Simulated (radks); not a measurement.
Q: The mean radii <r> (bohr) of the occupied orbitals of an atom or ion are listed with their occupations. Calculated with a radial shooting solver on a logarithmic mesh with Libxc functionals: Dirac Kohn-Sham, PBE, spin-unpolarised, spherical densities, point nucleus.

orbital  occ.      <r>
1s1/2       2  0.05031
2s1/2       2   0.2260
2p1/2       2   0.1959
2p3/2       4   0.1993
3s1/2       2   0.6719
3p1/2       2   0.6905
3p3/2       4   0.7001
3d3/2       4   0.7712
3d5/2       4   0.7751

Name the element and its charge. Open shells, if any, fill j = l - 1/2 first.

A: Z = 30, zinc, charge +4: Zn4+ in [Ar] 3d8. The 1s radius gives Z: for a bare nucleus <r> = (2 gamma + 1)/(2Z) with gamma = sqrt(1 - (Z/c)^2), 0.04919 bohr for Z = 30, and screening makes it slightly larger (0.05031 here). The occupations add up to 26, and the charge is Z minus that.
